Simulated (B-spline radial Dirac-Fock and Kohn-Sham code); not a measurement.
**Core and valence levels of Ir³⁵⁺**

System: Ir³⁵⁺ in the configuration [Kr] 4d6; nuclear rms radius 5.4032 fm (A = 193).

These are calculated numbers from a B-spline atomic structure program; the model is Dirac-Fock ΔSCF + Breit + QED. The model has no electron correlation. Energies are counted from the vacuum level.

All terms are in eV, carry their sign (relaxation lowers the binding energy) and add up to the binding energy; ⟨r⟩ is the mean radius of the orbital in the initial state.

```
subshell  −ε (Koopmans)  relaxation    Breit  self-energy  vacuum polarisation  binding energy  ⟨r⟩ (bohr)
      1s        78042.7      -64.46  -262.75      -171.56                34.03         77578.0       0.017
      2s        14982.5      -28.28   -30.45       -25.18                 4.70         14903.3       0.073
   2p1/2        14384.2      -32.92   -49.81        -0.43                 0.24         14301.3       0.060
   2p3/2        12754.3      -29.49   -29.96        -1.93                -0.17         12692.7       0.069
      3s         4648.6       -8.14    -6.01        -5.89                 1.07          4629.6       0.188
   3p1/2         4384.2       -9.01    -9.92        -0.21                 0.06          4365.1       0.178
   3p3/2         4015.8       -7.89    -5.68        -0.48                -0.05          4001.7       0.193
   3d3/2         3583.3      -10.12    -4.44         0.44                -0.05          3569.1       0.169
   3d5/2         3504.5       -9.61    -2.95         0.22                -0.05          3492.1       0.173
      4s         1983.6       -1.33    -1.74        -1.75                 0.32          1979.1       0.392
   4p1/2         1864.6       -1.41    -2.81        -0.06                 0.02          1860.3       0.390
   4p3/2         1755.8       -1.22    -1.57        -0.14                -0.02          1752.8       0.413
      4d         1558.9       -1.29    -0.86         0.09                -0.02          1556.8       0.411
```

For the deepest level, K (1s), the Breit terms make up -0.339 % of the binding energy, QED -0.177 % and orbital relaxation -0.083 %.

Spin-orbit splittings: 2p 1608.5 eV, 3p 363.4 eV, 3d 76.93 eV, 4p 107.5 eV.

Going to the tabulated ground configuration of the next ion removes an electron from N4,5 (4d), computed at 1556.8 eV. NIST lists 1548 ± 5 eV as the ionisation energy of this species (theoretical), -8.84 eV from the computed value. Where a p, d or f shell is open in either ion the computed value averages over both j values and all terms, while the table refers to the lowest levels; that difference holds spin-orbit splitting (largest in heavy or highly charged ions), term energies where several electrons share open shells, and correlation, and it can reach 10 % or more.
